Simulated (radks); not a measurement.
Results of a calculation; reference values are marked as such.
How relativity changes the ionisation of neutral dysprosium ([Xe] 4f10 6s2) to Dy+ ([Xe] 4f10 6s1). Spin-unpolarised spherical Kohn-Sham, PBE, point nucleus unless stated (finite: rms radius 5.2218 fm), a radial shooting solver on a logarithmic mesh with Libxc functionals. A level marked "c x" has the speed of light scaled by that factor and shares open shells by 2j + 1; other Dirac levels either fill j = l - 1/2 first or share by 2j + 1.

| level | E(Dy) (hartree) | E(Dy+) (hartree) | IE (eV) | HOMO | <r> HOMO (bohr) |
|---|---|---|---|---|---|
| non-rel. | -11644.6437 | -11644.4297 | 5.822 | 6s | 4.399 |
| scalar-rel. | -12157.2551 | -12157.0259 | 6.236 | 4f | 0.8819 |
| scalar-rel., finite nucleus | -12156.1758 | -12155.9467 | 6.235 | 4f | 0.8819 |
| Dirac, 2j+1 shares | -12168.2289 | -12167.9996 | 6.239 | 4f7/2 | 0.8931 |
| Dirac, low j first | -12168.2841 | -12168.0549 | 6.236 | 4f7/2 | 0.8960 |
| Dirac, 2j+1 shares, finite nucleus | -12167.1425 | -12166.9133 | 6.238 | 4f7/2 | 0.8931 |
| Dirac, c x 1.5 | -11861.8174 | -11861.5976 | 5.980 | 6s1/2 | 4.283 |
| Dirac, c x 2 | -11764.0990 | -11763.8819 | 5.907 | 6s1/2 | 4.336 |

NIST Atomic Spectra Database: 5.939 eV (measured). The relativistic part of the total energy of Dy is -522.5 hartree (Dirac, 2j+1 shares, finite nucleus), 4.5 % of the non-relativistic value. Spin polarisation and multiplet splitting of open shells are left out at every level.

Beside tabulated values, note that relativity, absent from the non-relativistic runs, is large for the heavy elements, and spin-unpolarised runs miss the spin-polarisation part of the exchange energy of open shells.
